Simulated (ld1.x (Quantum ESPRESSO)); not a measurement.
# cerium (Ce): TM pseudisation with PBE, scalar-relativistic reference atom.

Input for ld1.x (Quantum ESPRESSO) 7.5:

```
&input
   title='Ce', zed=58., rel=1, dft='PBE', iswitch=3,
   config='[Xe] 4f1 5d1 6s1.5 6p0',
   nld=4, rlderiv=4.30, eminld=-4.0, emaxld=5.0, deld=0.02
 /
 &inputp
   pseudotype=2, tm=.true., lloc=2,
   nlcc=.false.,
   file_pseudopw='Ce.UPF', file_wfcaegen='ae.wfc', file_wfcncgen='nc.wfc', file_beta='beta', file_chi='chi'
 /
4
6S  1  0   1.50   0.00  3.95  3.95  0.0
5P  2  1   6.00   0.00  2.35  2.35  0.0
4F  4  3   1.00   0.00  0.85  0.85  0.0
5D  3  2   1.00   0.00  2.70  2.70  0.0
 &test
   configts(1)='4f1 5p6 5d1 6s1.5 6p0'
 /
```

Command:

```bash
ld1.x < Ce.in > Ce.out
```

The program printed (shortened: banner, matrices, multipoles, cross overlaps and the repeated all-electron block are left out):

```
Program LD1 v.7.5
     --------------------------- All-electron run ----------------------------

     Ce
     scalar relativistic calculation

     atomic number is 58.00
     dft =PBE   lsd =0 sic =0 latt =0  beta=0.20 tr2=1.0E-14
     Exchange-correlation= PBE
                           (   1   4   3   4   0   0   0)
     mesh =1255 r(mesh) = 100.94310 a.u. xmin = -7.00 dx = 0.01250
     1 Ry =  13.60569312 eV, c = 137.03599908

     n l     nl                  e(Ry)          e(Ha)          e(eV)
     1 0     1S 1( 2.00)     -2960.0908     -1480.0454    -40274.0864
     2 0     2S 1( 2.00)      -474.1263      -237.0631     -6450.8165
     2 1     2P 1( 6.00)      -424.6322      -212.3161     -5777.4155
     3 0     3S 1( 2.00)      -102.2587       -51.1293     -1391.3002
     3 1     3P 1( 6.00)       -86.5201       -43.2601     -1177.1664
     4 0     4S 1( 2.00)       -20.8571       -10.4286      -283.7759
     4 1     4P 1( 6.00)       -15.7201        -7.8601      -213.8833
     3 2     3D 1(10.00)       -64.1714       -32.0857      -873.0966
     5 0     5S 1( 2.00)        -3.1903        -1.5952       -43.4069
     5 1     5P 1( 6.00)        -1.9138        -0.9569       -26.0388
     4 2     4D 1(10.00)        -8.3279        -4.1640      -113.3071
     4 3     4F 1( 1.00)        -0.6025        -0.3012        -8.1972
     5 2     5D 1( 1.00)        -0.4191        -0.2095        -5.7020
     6 0     6S 1( 1.50)        -0.4446        -0.2223        -6.0485
     6 1     6P 1( 0.00)        -0.2446        -0.1223        -3.3275

     final scf error:  3.9E-15 reached in  32 iterations

     Etot =  -17720.740769 Ry,   -8860.370385 Ha, -241102.960818 eV

     Ekin =   18783.232702 Ry,    9391.616351 Ha,  255558.899994 eV
     Encl =  -42914.032391 Ry,  -21457.016196 Ha, -583875.155387 eV
     Eh   =    6828.318898 Ry,    3414.159449 Ha,   92904.011467 eV
     Exc  =    -418.259977 Ry,    -209.129988 Ha,   -5690.716892 eV

     normalization and overlap integrals

     s(1S/1S) =  1.000000  <r> =   0.0246  <r2> =    0.0008  r(max) =   0.0158
     s(2S/2S) =  1.000000  <r> =   0.1052  <r2> =    0.0131  r(max) =   0.0887
     s(2P/2P) =  1.000000  <r> =   0.0924  <r2> =    0.0104  r(max) =   0.0717
     s(3S/3S) =  1.000000  <r> =   0.2786  <r2> =    0.0887  r(max) =   0.2534
     s(3P/3P) =  1.000000  <r> =   0.2767  <r2> =    0.0887  r(max) =   0.2502
     s(4S/4S) =  1.000000  <r> =   0.6373  <r2> =    0.4581  r(max) =   0.5928
     s(4P/4P) =  1.000000  <r> =   0.6748  <r2> =    0.5175  r(max) =   0.6154
     s(3D/3D) =  1.000000  <r> =   0.2536  <r2> =    0.0758  r(max) =   0.2049
     s(5S/5S) =  1.000000  <r> =   1.5174  <r2> =    2.5858  r(max) =   1.3697
     s(5P/5P) =  1.000000  <r> =   1.7581  <r2> =    3.5012  r(max) =   1.5520
     s(4D/4D) =  1.000000  <r> =   0.7442  <r2> =    0.6422  r(max) =   0.6551
     s(4F/4F) =  1.000000  <r> =   1.1020  <r2> =    1.6111  r(max) =   0.7061
     s(5D/5D) =  1.000000  <r> =   2.8242  <r2> =    9.4991  r(max) =   2.1480
     s(6S/6S) =  1.000000  <r> =   4.1521  <r2> =   19.3990  r(max) =   3.6312
     s(6P/6P) =  1.000000  <r> =   5.3555  <r2> =   32.3972  r(max) =   4.6046

     ------------------------ End of All-electron run ------------------------

     --------------------- Generating NC pseudopotential ---------------------

      Generating local pot.: lloc=2, matching radius rcloc =   2.7000

      Wfc   6S  rcut= 3.914  Using Troullier-Martins method

      Wfc   5P  rcut= 2.374  Using Troullier-Martins method

      Wfc   4F  rcut= 0.852  Using Troullier-Martins method

     ------------------- End of pseudopotential generation -------------------

     Computing logarithmic derivative in   4.29876
     Message from routine run_pseudo:
     Warning: convergence not achieved
     Computing logarithmic derivative in   4.29876
     Computing the partial wave expansion
     R is outside the sphere for l=    0 j= 0.00
     R is outside the sphere for l=    1 j= 0.00
       no projector for channel:   2
     R is outside the sphere for l=    3 j= 0.00

     ---------------------- Testing the pseudopotential ----------------------

     Ce
     scalar relativistic calculation

     atomic number is 58.00   valence charge is 10.00
     dft =PBE   lsd =0 sic =0 latt =0  beta=0.20 tr2=1.0E-14
     mesh =1255 r(mesh) = 100.94310 xmin = -7.00 dx = 0.01250

     n l     nl             e AE (Ry)        e PS (Ry)    De AE-PS (Ry)
     4 3     4F   1( 1.00)       -0.60249       -0.60203       -0.00045
     2 1     5P   1( 6.00)       -1.91382       -1.91382        0.00000
     3 2     5D   1( 1.00)       -0.41909       -0.41909        0.00000
     1 0     6S   1( 1.50)       -0.44456       -0.44456        0.00000
     3 1     6P   1( 0.00)       -0.24457       -0.25498        0.01041  !

     eps = 6.1E-14  iter =201

     Etot =  -17720.740769 Ry,   -8860.370385 Ha, -241102.960818 eV
     Etotps =   -50.002274 Ry,     -25.001137 Ha,    -680.315594 eV

     Ekin =      36.907020 Ry,      18.453510 Ha,     502.145592 eV
     Encl =     -98.731687 Ry,     -49.365843 Ha,   -1343.313031 eV
     Ehrt =      38.906824 Ry,      19.453412 Ha,     529.354307 eV
     Ecxc =      -6.988120 Ry,      -3.494060 Ha,     -95.078222 eV
     Epseu=     -20.096311 Ry,     -10.048156 Ha,    -273.424241 eV

     ---------------------- End of pseudopotential test ----------------------
```

Note: ghost state, extra bound levels that the all-electron valence spectrum of the same l lacks: s at -24.2 eV. A true bound ghost makes a file unfit for plane-wave use.

Generation and configuration tests took about 2.8 s on one core of a shared server CPU.

Transferability test of the new file with ld1.x, input:

```
&input
   title='Ce', zed=58., rel=1, dft='PBE', iswitch=2,
   config='[Xe] 4f1 5d1 6s1.5 6p0'
 /
 &test
   file_pseudo='Ce.UPF', nconf=8,
   configts(1)='4f1 5p6 5d1 6s1.5 6p0',
   configts(2)='4f1 5p6 5d1 6s2 6p0',
   configts(3)='4f1 5p6 5d1 6s1 6p0',
   configts(4)='4f1 5p6 5d1 6s0 6p0',
   configts(5)='4f1 5p6 5d0 6s0 6p0',
   configts(6)='4f1 5p6 5d0 6s2 6p1',
   configts(7)='4f2 5p6 5d0 6s1 6p0',
   configts(8)='4f1 5p6 5d1.5 6s1.5 6p0'
 /
```

```bash
ld1.x < Ce.test.in > Ce.test.out
```

Pseudopotential blocks of its output, shortened (energy terms left out; the distinct warnings before each block abridged to one line each):

```
     Warning: convergence not achieved
     ---------------------- Testing the pseudopotential ----------------------

     n l     nl             e AE (Ry)        e PS (Ry)    De AE-PS (Ry)
     4 3     4F   1( 1.00)       -0.60249       -0.60203       -0.00045
     2 1     5P   1( 6.00)       -1.91382       -1.91382        0.00000
     3 2     5D   1( 1.00)       -0.41909       -0.41909        0.00000
     1 0     6S   1( 1.50)       -0.44456       -0.44456        0.00000
     3 1     6P   1( 0.00)       -0.24457       -0.25498        0.01041  !

     eps = 2.3E-12  iter =201

     Etot =  -17720.740769 Ry,   -8860.370385 Ha, -241102.960819 eV
     Etotps =   -50.002274 Ry,     -25.001137 Ha,    -680.315594 eV

     ---------------------- End of pseudopotential test ----------------------

          ---------------------- Testing the pseudopotential ----------------------

     n l     nl             e AE (Ry)        e PS (Ry)    De AE-PS (Ry)
     4 3     4F   1( 1.00)       -0.39554       -0.39819        0.00265
     2 1     5P   1( 6.00)       -1.70700       -1.70851        0.00151
     3 2     5D   1( 1.00)       -0.22482       -0.22536        0.00054
     1 0     6S   1( 2.00)       -0.27522       -0.27523        0.00001
     3 1     6P   1( 0.00)       -0.09909       -0.10655        0.00746  !

     eps = 7.0E-15  iter = 39

     Etot =  -17720.920199 Ry,   -8860.460100 Ha, -241105.402089 eV
     Etotps =   -50.181755 Ry,     -25.090878 Ha,    -682.757559 eV
     dEtot_ae =      -0.179430 Ry
     dEtot_ps =      -0.179481 Ry,   Delta E=       0.000051 Ry

     ---------------------- End of pseudopotential test ----------------------

          Warning: convergence not achieved
     ---------------------- Testing the pseudopotential ----------------------

     n l     nl             e AE (Ry)        e PS (Ry)    De AE-PS (Ry)
     4 3     4F   1( 1.00)       -0.82941       -0.82423       -0.00517  !
     2 1     5P   1( 6.00)       -2.13984       -2.13763       -0.00221
     3 2     5D   1( 1.00)       -0.62936       -0.62840       -0.00096
     1 0     6S   1( 1.00)       -0.62399       -0.62376       -0.00023
     3 1     6P   1( 0.00)       -0.40113       -0.41468        0.01355  !

     eps = 4.2E-11  iter =201

     Etot =  -17720.474066 Ry,   -8860.237033 Ha, -241099.332135 eV
     Etotps =   -49.735562 Ry,     -24.867781 Ha,    -676.686792 eV
     dEtot_ae =       0.266703 Ry
     dEtot_ps =       0.266712 Ry,   Delta E=      -0.000009 Ry

     ---------------------- End of pseudopotential test ----------------------

          ---------------------- Testing the pseudopotential ----------------------

     n l     nl             e AE (Ry)        e PS (Ry)    De AE-PS (Ry)
     4 3     4F   1( 1.00)       -1.33614       -1.31557       -0.02057  !
     2 1     5P   1( 6.00)       -2.64115       -2.63191       -0.00924  !
     3 2     5D   1( 1.00)       -1.09179       -1.08694       -0.00485
     1 0     6S   1( 0.00)       -1.01157       -1.00967       -0.00190
     3 1     6P   1( 0.00)       -0.74086       -0.76209        0.02123  !

     eps = 6.6E-15  iter =  8

     Etot =  -17719.659619 Ry,   -8859.829810 Ha, -241088.251027 eV
     Etotps =   -48.921942 Ry,     -24.460971 Ha,    -665.616924 eV
     dEtot_ae =       1.081150 Ry
     dEtot_ps =       1.080332 Ry,   Delta E=       0.000817 Ry

     ---------------------- End of pseudopotential test ----------------------

          Warning: n=1, l=0 expected 0 nodes, found 1
     ---------------------- Testing the pseudopotential ----------------------

     n l     nl             e AE (Ry)        e PS (Ry)    De AE-PS (Ry)
     4 3     4F   1( 1.00)       -2.10539       -2.07572       -0.02967  !
     2 1     5P   1( 6.00)       -3.37517       -3.36279       -0.01238  !
     3 2     5D   1( 0.00)       -1.73911       -1.73033       -0.00877  !
     1 0     6S   1( 0.00)       -1.51986       -1.68639        0.16653  !
     3 1     6P   1( 0.00)       -1.18253       -1.22459        0.04206  !

     eps = 7.4E-15  iter =  7

     Etot =  -17718.250004 Ry,   -8859.125002 Ha, -241069.072228 eV
     Etotps =   -47.518958 Ry,     -23.759479 Ha,    -646.528361 eV
     dEtot_ae =       2.490765 Ry
     dEtot_ps =       2.483316 Ry,   Delta E=       0.007450 Ry

     ---------------------- End of pseudopotential test ----------------------

          Warning: convergence not achieved
     ---------------------- Testing the pseudopotential ----------------------

     n l     nl             e AE (Ry)        e PS (Ry)    De AE-PS (Ry)
     4 3     4F   1( 1.00)       -0.62029       -0.60503       -0.01527  !
     2 1     5P   1( 6.00)       -1.91541       -1.90427       -0.01115  !
     3 2     5D   1( 0.00)       -0.37324       -0.36397       -0.00927  !
     1 0     6S   1( 2.00)       -0.36496       -0.35696       -0.00800  !
     3 1     6P   1( 1.00)       -0.16014       -0.16741        0.00727  !

     eps = 8.0E-11  iter =201

     Etot =  -17720.751520 Ry,   -8860.375760 Ha, -241103.107094 eV
     Etotps =   -50.024478 Ry,     -25.012239 Ha,    -680.617695 eV
     dEtot_ae =      -0.010751 Ry
     dEtot_ps =      -0.022204 Ry,   Delta E=       0.011453 Ry

     ---------------------- End of pseudopotential test ----------------------

          ---------------------- Testing the pseudopotential ----------------------

     n l     nl             e AE (Ry)        e PS (Ry)    De AE-PS (Ry)
     4 3     4F   1( 2.00)       -0.46023       -0.43688       -0.02334  !
     2 1     5P   1( 6.00)       -1.94954       -1.93823       -0.01131  !
     3 2     5D   1( 0.00)       -0.53968       -0.53829       -0.00139
     1 0     6S   1( 1.00)       -0.58463       -0.59107        0.00643  !
     3 1     6P   1( 0.00)       -0.37870       -0.38257        0.00387

     eps = 4.3E-15  iter = 34

     Etot =  -17720.528850 Ry,   -8860.264425 Ha, -241100.077515 eV
     Etotps =   -49.776086 Ry,     -24.888043 Ha,    -677.238147 eV
     dEtot_ae =       0.211919 Ry
     dEtot_ps =       0.226188 Ry,   Delta E=      -0.014269 Ry

     ---------------------- End of pseudopotential test ----------------------

          ---------------------- Testing the pseudopotential ----------------------

     n l     nl             e AE (Ry)        e PS (Ry)    De AE-PS (Ry)
     4 3     4F   1( 1.00)       -0.33349       -0.33092       -0.00257
     2 1     5P   1( 6.00)       -1.64998       -1.64856       -0.00142
     3 2     5D   1( 1.50)       -0.18793       -0.18757       -0.00036
     1 0     6S   1( 1.50)       -0.25409       -0.25459        0.00050
     3 1     6P   1( 0.00)       -0.08762       -0.09359        0.00597  !

     eps = 9.8E-15  iter =103

     Etot =  -17720.891045 Ry,   -8860.445522 Ha, -241105.005422 eV
     Etotps =   -50.152418 Ry,     -25.076209 Ha,    -682.358413 eV
     dEtot_ae =      -0.150276 Ry
     dEtot_ps =      -0.150144 Ry,   Delta E=      -0.000131 Ry

     ---------------------- End of pseudopotential test ----------------------
```
